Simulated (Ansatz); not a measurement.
Computed with Ansatz on PBE0-D4/def2-TZVP structures; ΔE is electronic, products minus reactants. CCSD(T)/CBS is the MP2 limit (def2-TZVPP, def2-QZVPP) plus CCSD(T) − MP2 in def2-TZVPP, frozen cores. Functionals use def2-TZVPP. One conformer a species, not always the lowest.

`BCC(=N)N` + `C=N[SiH2]C` → `B[SiH2]N=C` + `CCC(=N)N`  (formal exchange of groups at a B–C bond)

`BCC(=N)N`:

```xyz
12

B    -1.634    0.565   -0.516
C    -0.301   -0.121   -0.909
C     0.665   -0.500    0.176
N     1.049   -1.711    0.258
N     1.086    0.547    0.965
H    -2.543    0.588   -1.292
H    -1.762    1.145    0.527
H     0.164    0.665   -1.538
H    -0.438   -0.974   -1.574
H     1.693   -1.847    1.037
H     1.553    0.307    1.824
H     0.467    1.337    1.043
```

`C=N[SiH2]C`:

Cartesian coordinates in Å:
```
C 1.389 -1.275 1.148
N 0.613 -1.138 0.169
Si 0.256 0.397 -0.585
C -1.583 0.683 -0.521
H 1.567 -2.267 1.581
H 1.931 -0.445 1.630
H 0.987 1.512 0.097
H 0.727 0.308 -1.992
H -2.113 -0.140 -1.006
H -1.846 1.612 -1.033
H -1.929 0.752 0.512
```

`B[SiH2]N=C`:

```xyz
10

B     0.001    2.006   -0.569
Si   -0.574    0.087   -0.490
N     0.740   -0.990   -0.082
C     0.754   -1.741    0.926
H    -0.811    2.841   -0.842
H     1.121    2.365   -0.360
H    -1.060   -0.314   -1.841
H    -1.720   -0.058    0.471
H     1.619   -2.384    1.128
H    -0.069   -1.812    1.658
```

`CCC(=N)N`:

```xyz
13

C     0.283   -0.093    1.556
C     0.384    0.675    0.243
C    -0.028   -0.155   -0.947
N     0.755   -0.656   -1.819
N    -1.370   -0.429   -1.011
H     0.601    0.531    2.394
H    -0.740   -0.422    1.747
H     0.918   -0.981    1.533
H     1.409    1.016    0.082
H    -0.242    1.574    0.291
H     1.718   -0.419   -1.606
H    -1.677   -0.867   -1.864
H    -2.011    0.226   -0.599
```

(1) Is it downhill or uphill in electronic energy at CCSD(T)/CBS, and by how much? (Best estimate.)

(2) What do these levels give: B2PLYP, PBE, r2SCAN, HF/def2-QZVPP, MP2/def2-QZVPP, SCS-MP2/def2-QZVPP? (An estimate is asked.)

Largest T1 diagnostic among the species: 0.013.

Answers

(1) Computed: Uphill: ΔE = +0.74 eV.

(2) Ansatz gave: B2PLYP 0.77, PBE 0.72, r2SCAN 0.79, HF/def2-QZVPP 0.72, MP2/def2-QZVPP 0.82, SCS-MP2/def2-QZVPP 0.77 eV.
